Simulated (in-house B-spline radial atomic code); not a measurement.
Radial electron density of Pm, [Xe] 4f5 6s2. Computed with a B-spline radial code for spherical atoms: scalar-relativistic (X2C) B3LYP, spin-polarised, spherical fractional occupations, exact exchange averaged over the configuration, Fermi nucleus of rms radius 4.962 fm.

One-electron X2C: radii and densities carry no picture-change correction, so inner-shell <1/r> comes out high (for 1s by about 2 % at Z = 33, 5 % at 54, 10 % at 75, 30 % at 118) and <r> low.

Columns: r (bohr), 4πr²n(r) (electrons per bohr), bar.

```
0.000652    2.736 #
 0.00082    3.866 ##
 0.00103    5.427 ##
  0.0013    7.628 ###
 0.00163    10.54 ####
 0.00205    14.49 ######
 0.00258    19.71 ########
 0.00324    26.32 ###########
 0.00408     34.6 ###############
 0.00513    44.31 ###################
 0.00645    55.03 #######################
 0.00811    65.79 ############################
  0.0102    75.05 ###############################
  0.0128     80.9 ##################################
  0.0161    81.98 ##################################
  0.0203    78.24 #################################
  0.0255     72.7 ###############################
  0.0321    70.72 ##############################
  0.0404    77.39 ################################
  0.0508    91.92 #######################################
  0.0638    104.8 ############################################
  0.0803    104.4 ############################################
   0.101    90.17 ######################################
   0.127    79.01 #################################
    0.16    84.79 ####################################
   0.201    93.15 #######################################
   0.252    79.22 #################################
   0.318    49.18 #####################
   0.399    36.07 ###############
   0.502    41.68 #################
   0.632     40.4 #################
   0.794    26.77 ###########
   0.999     15.2 ######
    1.26    10.55 ####
    1.58    7.734 ###
    1.99    4.384 ##
     2.5    1.964 #
    3.14   0.9652 
    3.95   0.6534 
    4.97   0.4243 
    6.25   0.1966 
    7.86  0.05797 
    9.88  0.01003 
    12.4 0.0009455 
    15.6 4.097e-05
```

On this grid the curve has 4 maxima, near 0.0161, 0.0638, 0.201, 0.502 bohr.

The 4f up radial function P(r) = rR(r), positive near the nucleus:

| r (bohr) | P |
| --- | --- |
| 0.0321 | 0.00147 |
| 0.0508 | 0.006981 |
| 0.0803 | 0.02936 |
| 0.127 | 0.1046 |
| 0.201 | 0.2974 |
| 0.318 | 0.6317 |
| 0.502 | 0.9421 |
| 0.794 | 0.9528 |
| 1.26 | 0.6715 |
| 1.99 | 0.3454 |
| 3.14 | 0.1316 |
| 4.97 | 0.03535 |
| 7.86 | 0.005468 |
